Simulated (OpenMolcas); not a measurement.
## Te: effect of the active space

* Program: OpenMolcas 26.06
* Method: CASSCF or its RAS form
* Basis: ANO-R3
* Scalar Hamiltonian: X2C, finite nucleus
* Spin-orbit coupling: RASSI with atomic mean-field integrals over the reference wave functions, term energies averaged over their components

A. 4 electrons in 3 orbitals (5p); 2S+1 = 3 even, 3 roots; 2S+1 = 1 even, 6 roots; cost of the order of 9 core-seconds
B. 6 electrons in 4 orbitals (5s 5p); 2S+1 = 3 even, 3 roots; 2S+1 = 1 even, 6 roots; 2S+1 = 3 odd, 3 roots (0 in the spin-orbit step); cost about 29 core-seconds
C. 4 electrons in 9 orbitals (RAS2 5p; RAS3 5d 6s, at most 1 electron); 2S+1 = 3 even, 3 roots; 2S+1 = 1 even, 6 roots; 2S+1 = 5 odd, 1 root; 2S+1 = 3 odd, 9 roots; 2S+1 = 1 odd, 8 roots; cost about 40 core-seconds

Energies in cm-1 above 5s2 5p4 3P2, the measured ground level; measured values from NIST Handbook of Basic Atomic Spectroscopic Data.

```csv
Level,A,B,C,Measured
5s2 5p4 3P2,0.0,0.0,0.0,0.0
5s2 5p4 3P1,4175,4177,4175,4751
5s2 5p4 3P0,4744,4412,4744,4706
5s2 5p4 1D2,12335,12335,12335,10558
5s2 5p4 1S0,27031,22145,27030,23198
```

Deviations, from unrounded energies. A percentage is the sum of absolute deviations over the sum of measured energies, with the sign that they share, or ± where signs differ.

```csv
Against measurement,Levels,A,B,C
mean absolute deviation (cm-1),4,1600,920,1600
fine structure of the ground term (%),2,±6.5,-9.2,±6.5
other terms of the ground configuration (%),2,+16.6,±8.4,+16.6
```

B lies closest to measurement on these levels and A furthest from it. The largest miss of B in the table is 5s2 5p4 1D2, by +1800 cm-1. The ranking rests on the paired levels alone, and a cruder setting can come out closer through cancelling errors.

Among A to C the level of the table that moves most is 5s2 5p4 1S0, by 4900 cm-1 (lowest in B, highest in A).

With the s shell closed, the reference lacks s² → p² mixing (holds for A; C). Some high roots are left out of the spin-orbit mixing, which shifts the levels that they would mix with (holds for B). No level of 5s2 5p3 5d was computed, though it lies in the active space (holds for C). Measured partners are found by configuration, term and J. A level has none where our copy of the source lacks it or the pairing is in doubt (some pairs that miss far off the trend of their configuration count as doubtful), and it then counts in no deviation. Levels of configurations outside the active space are missing. Levels that lie high or do not pair safely by name in every column are left out.
